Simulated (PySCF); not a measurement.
Te(Cl)(NH2), H₂ClNTe, SMILES N[Te]Cl, PBE0/def2-SVP optimised geometry.

```
5

Te    -0.93    -1.17     0.00
Cl    -1.50     1.17     0.00
N      1.06    -1.17     0.00
H      1.50    -0.80    -0.84
H      1.50    -0.80     0.84
```

Density from PBE0/def2-TZVP, def2 effective core potentials past Kr run with PySCF 2.14.0 at that geometry. The core electrons that the potentials of Te replace are not part of the density.

Minimum of the electron density along straight lines between bonded atoms, close to the bond critical point (lines longer than 1.1 times the sum of covalent radii, or with two minima, are not listed):

```csv
bond,length / Å,ρ at the minimum / e bohr⁻³,∇²ρ there / e bohr⁻⁵,position (fraction from the first atom)
Te1–Cl2,2.404,…,…,0.47
Te1–N3,1.994,0.135,…,0.50
N3–H4,1.017,0.333,-1.66,0.74
N3–H5,1.017,0.333,-1.66,0.74
```

### Question
Fill in the missing entries.

### Answer

- Te1–Cl2, ρ at the minimum / e bohr⁻³: 0.086
- Te1–Cl2, ∇²ρ there / e bohr⁻⁵: 0.07
- Te1–N3, ∇²ρ there / e bohr⁻⁵: 0.24
